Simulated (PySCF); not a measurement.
Job for PySCF: U-B3LYP/LANL2DZ on CH5Bi (SMILES [CH3][BiH2]), a point of a bond scan (R = 1.904 Å).

```python
from pyscf import gto, scf, dft, mp
from pyscf.data.elements import chemcore

mol = gto.M(
    atom='''
    Bi   -0.11442136   -0.13875822    0.14265198
    H     0.10109638   -1.45634717   -1.06583804
    H    -1.63440454    0.37932592   -0.67231832
    C     1.15924493    1.32396943   -1.06349030
    H     0.87187363    3.07418659   -0.37167050
    H     0.87590674    1.28056262   -2.11058643
    H     2.20387163    1.04548114   -0.94226535
    ''',
    basis='lanl2dz',
    ecp={'Bi': 'lanl2dz'},
    charge=0, spin=0, verbose=3, max_memory=1800)
mf = dft.UKS(mol, xc='b3lyp')
mf.conv_tol = 1e-8
mf.max_cycle = 100
mf.init_guess_breaksym = True
mf.kernel()
if not mf.converged:
    mf = mf.newton().run(mf.mo_coeff, mf.mo_occ)
for _ in range(4):
    mo, _, stable, _ = mf.stability(return_status=True)
    if stable:
        break
    mf.kernel(mf.make_rdm1(mo, mf.mo_occ))
```

It printed:

```
converged SCF energy = -46.4091728537896  <S^2> = 6.3164762e-10  2S+1 = 1
<class 'pyscf.dft.uks.UKS'> wavefunction is stable in the internal stability analysis
```

Self-consistency was reached.

Cost: roughly 26 core-seconds.
